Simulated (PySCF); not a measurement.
# Computed records: H₂O₂Si

Computed with PySCF 2.14.0. Calculation on a computer-drawn molecule: vertical ionisation energy to the stated ion spin, frozen-core CCSD(T) at the basis limit and cheaper methods, single-reference cases, UHF for radicals, no spin-orbit; all values are single points at the evaluated structure, the first of each entry, which is the reference or a displaced copy of it and isn't optimised; the reference structure only sets the zero of the energies above reference; triples share is (T) over the correlation energy.

```yaml
- formula: H2O2Si
  evaluated_structure:
    atoms_angstrom:
      - [O, -2.648, 0.1116, -0.2079]
      - [Si, -2.6464, 0.6398, -1.7667]
      - [O, -1.1117, 0.3387, -2.2922]
      - [H, -1.8191, -0.3083, 0.3023]
      - [H, -0.4279, -0.048, -1.7675]
  reference_structure:
    atoms_angstrom:
      - [O, -2.6486, 0.1177, -0.203]
      - [Si, -2.6477, 0.6465, -1.7692]
      - [O, -1.1089, 0.3444, -2.2921]
      - [H, -1.9036, -0.2639, 0.2402]
      - [H, -0.425, -0.0461, -1.766]
  given:
    charge: 0
    multiplicity: 1
    ion_multiplicity: 2
    diffuse_functions: "no"
    basis: "cc-pV(n+d)Z"
    reference_is: "the Hartree-Fock double-zeta minimum"
    best_is: "HF at quadruple zeta + MP2 correlation extrapolated from triple and quadruple zeta + CCSD(T) minus MP2 at triple zeta"
    basis_step_is: "the size of the change from the same recipe one zeta lower"
    drawn_bonds_atom: [1, 2, 1, 3]
    drawn_bonds_other_atom: [2, 3, 4, 5]
    drawn_bonds_order: [1, 1, 1, 1]
  results:
    "ionisation_energy_best [eV]": 9.969
    "ionisation_energy_basis_step [eV]": 0.05479
    "energy_above_reference_best [kcal/mol]": 4.973
    "energy_above_reference_basis_step [kcal/mol]": 0.2063
    triple_zeta_method: [HF, PBE, r2SCAN, B3LYP, wB97X, MP2, CCSD, "CCSD(T)"]
    "triple_zeta_ionisation_energy [eV]": [8.705, 9.648, 9.547, 9.835, 9.832, 9.579, 9.768, 9.788]
    "triple_zeta_energy_above_reference [kcal/mol]": [7.529, 3.473, 4.423, 4.472, 5.123, 4.796, 5.248, 4.873]
    "ionisation_energy_Koopmans_at_triple_zeta [eV]": 9.719
    "ionisation_energy_EOM_CCSD_at_triple_zeta [eV]": 9.857
    "total_energy_HF_triple_zeta [hartree]": -439.9570
    "total_energy_CCSD(T)_triple_zeta [hartree]": -440.5807
    "total_energy_best [hartree]": -440.6791
    T1_diagnostic_at_triple_zeta: 0.01444
    D1_diagnostic_at_triple_zeta: 0.04303
    ion_T1_diagnostic_at_triple_zeta: 0.0178
    ion_D1_diagnostic_at_triple_zeta: 0.05845
    ion_spin_squared_at_triple_zeta: 0.7536
    triples_share_at_triple_zeta: 0.03645
    basis_functions_triple_zeta: 127
    "dipole_magnitude_HF_at_triple_zeta [debye]": 3.047
    "dipole_magnitude_CCSD_unrelaxed_at_triple_zeta [debye]": 2.848
    "dipole_magnitude_PBE_at_triple_zeta [debye]": 2.812
    "dipole_magnitude_r2SCAN_at_triple_zeta [debye]": 2.951
    "dipole_magnitude_B3LYP_at_triple_zeta [debye]": 2.765
    "dipole_magnitude_wB97X_at_triple_zeta [debye]": 2.975
```
